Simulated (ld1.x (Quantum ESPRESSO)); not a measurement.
**Reading a pseudo-wave (Pt)**

Columns: radius, all-electron u(r) and pseudo u(r) of the 6s shell (level -19.07 eV) of platinum in the configuration [Kr] 4d10 4f14 5s2 5p6 5d8 6s0 6p0; PBEsol, non-relativistic, PAW scheme, ld1.x (Quantum ESPRESSO) 7.5.

```tsv
r (bohr)	all-electron	pseudo
0.118	0.0981	-0.0074
0.235	-0.0103	-0.0163
0.353	-0.2231	-0.0285
0.470	-0.1027	-0.0450
0.588	0.1268	-0.0672
0.705	0.2926	-0.0954
0.822	0.3517	-0.1300
0.940	0.3175	-0.1714
1.058	0.2206	-0.2188
1.175	0.0917	-0.2706
1.292	-0.0479	-0.3261
1.410	-0.1850	-0.3841
1.528	-0.3097	-0.4424
1.645	-0.4168	-0.4986
1.763	-0.5064	-0.5516
1.880	-0.5771	-0.5988
1.998	-0.6309	-0.6391
2.115	-0.6684	-0.6705
2.232	-0.6923	-0.6924
2.350	-0.7041	-0.7041
2.468	-0.7057	-0.7057
2.585	-0.6987	-0.6987
2.702	-0.6851	-0.6851
2.820	-0.6658	-0.6658
2.938	-0.6424	-0.6424
3.055	-0.6161	-0.6161
```

**Question.** How many radial nodes do the two functions have?

**Answer.** The all-electron 6s function has n − l − 1 = 5 (the table is too coarse to show those close to the nucleus); the pseudo-wave has 0, since the states of the same l below it are removed with the core.

**Question.** At about which radius was the pseudo-wave matched?

**Answer.** 2.30 bohr, where the columns begin to agree (steps of 0.12 bohr).

**Question.** Where does each function peak?

**Answer.** Outermost all-electron maximum near 2.47 bohr, pseudo maximum near 2.47 bohr (to the table’s step).

**Question.** Is the pseudo-wave norm-conserving?

**Answer.** No, it belongs to a PAW set: the norm inside the radius is not constrained, and the difference is carried by the augmentation charge.
